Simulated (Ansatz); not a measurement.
Geometry optimisation, UKS PBE0-D4/def2-SVP (Ansatz).

The input (input.yaml):

```yaml
crystal:
  periodic: [false, false, false]
  atoms:
    - { symbol: B, position_ang: [-1.34807, -0.55084, -0.24484] }
    - { symbol: Se, position_ang: [-0.47406, 0.74325, -0.96528] }
    - { symbol: S, position_ang: [1.46619, 0.99507, 0.85211] }
    - { symbol: H, position_ang: [-1.30517, 0.99718, -2.22452] }
    - { symbol: H, position_ang: [2.27838, 0.23388, 0.12965] }
magnetization:
  spin_polarized: true
  initial_magnetization: 1
basis:
  gaussian: { orbitals: def2-SVP }
hamiltonian:
  xc: pbe0
  dispersion: d4
relax:
  f_tol: 0.02
  max_steps: 50
output:
  orbitals: {}
```

Run as:

```bash
$ ansatz run input.yaml --threads 2 --pin off --max-ram 3072MiB --backend cpu --events-out ev --progress --plain --runs-dir out
```

Problem. Where does it end, and by what steps?

Solution. The run converged. After 21 steps the energy has fallen by 4.731 eV; B1 moved furthest, 1.84 Å. Joined: B1–S3 (3.39 → 1.77 Å).

| step | energy less start (eV) | largest force component (eV/Å) | accepted |
| --- | --- | --- | --- |
| 0 | 0.0000 | 4.683 | yes |
| 1 | -0.5118 | 2.039 | yes |
| 2 | -0.6951 | 0.350 | yes |
| 3 | -0.7242 | 0.228 | yes |
| 4 | -0.7351 | 0.139 | yes |
| 5 | -0.7402 | 0.091 | yes |
| 6 | -0.7442 | 0.488 | yes |
| 7 | -0.7711 | 0.072 | yes |
| 8 | -0.8148 | 0.140 | yes |
| 9 | -0.8972 | 0.252 | yes |
| 10 | -1.0672 | 0.573 | yes |
| 11 | -1.9044 | 3.613 | yes |
| 12 | -3.0240 | 2.523 | yes |
| 13 | -3.7177 | 1.134 | yes |
| 14 | -4.1595 | 1.022 | yes |
| 15 | -4.4175 | 0.782 | yes |
| 16 | -4.6103 | 0.614 | yes |
| 17 | -4.7146 | 0.226 | yes |
| 18 | -4.7194 | 0.117 | yes |
| 19 | -4.7309 | 0.047 | yes |
| 20 | -4.7313 | 0.028 | yes |
| 21 | -4.7313 | 0.014 | yes |

```xyz
5
Properties=species:S:1:pos:R:3
B 0.219 0.346 -0.580
Se -1.362 1.325 -1.002
S 1.228 0.528 0.863
H -1.609 0.641 -2.283
H 2.142 -0.420 0.550
```

Run time: 64 s on 2 threads of Intel(R) Xeon(R) 6975P-C (Granite Rapids) (shared host), peak memory 0.23 GiB.
